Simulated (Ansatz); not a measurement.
The cluster Sn₆, relaxed as a singlet with RKS PBE-D4/def2-SVP in Ansatz, starting from the GFN2-xTB geometry. Force threshold 0.02 eV/Å.

In the def2 sets Sn takes a core potential; there is no spin–orbit coupling. The restricted singlet is unstable towards broken spin symmetry in Hartree–Fock (as tested in another run); at PBE-D4/def2-SVP this wasn't settled. The structure comes from a short search, and lower isomers may exist.

Start:

```xyz
6

Sn   -0.3600   -1.5586    0.0494
Sn    2.2906   -0.4368    0.2405
Sn   -0.7882   -0.2211    2.4437
Sn    0.1744    1.5122    0.5005
Sn    0.7026    0.1942   -2.1479
Sn   -2.0193    0.5102   -1.0862
```

```json
{"step": "1", "energy (eV)": "-34995.3475", "largest force component (eV/Å)": "1.387", "SCF passes": "19"}
{"step": "2", "energy (eV)": "-34995.5597", "largest force component (eV/Å)": "0.618", "SCF passes": "26"}
{"step": "3", "energy (eV)": "-34995.6615", "largest force component (eV/Å)": "0.314", "SCF passes": "26"}
{"step": "4 (rejected)", "energy (eV)": "-34995.6161", "largest force component (eV/Å)": "0.384", "SCF passes": "26"}
{"step": "5", "energy (eV)": "-34995.6981", "largest force component (eV/Å)": "0.075", "SCF passes": "22"}
{"step": "6", "energy (eV)": "-34995.7036", "largest force component (eV/Å)": "0.027", "SCF passes": "21"}
{"step": "7", "energy (eV)": "-34995.7042", "largest force component (eV/Å)": "0.038", "SCF passes": "19"}
{"step": "8", "energy (eV)": "-34995.7044", "largest force component (eV/Å)": "0.003", "SCF passes": "19"}
```

Force components are those of the run's own axes.

End:

```xyz
6

Sn   -0.2903   -1.6738   -0.2464
Sn    2.2258   -0.4884    0.6828
Sn   -0.7360   -0.2026    2.2517
Sn    0.2932    1.6734    0.2455
Sn    0.7326    0.2035   -2.2536
Sn   -2.2253    0.4878   -0.6801
```

By distances, no bond broke or formed. The bond that changes most is Sn2–Sn5, from 2.94 to 3.37 Å (atoms count from 1).

No frequencies were taken in this run, so the end may be a saddle point.

Hardware: 4 threads of Intel Xeon Platinum 8488C on a shared host. Wall time 12 s.
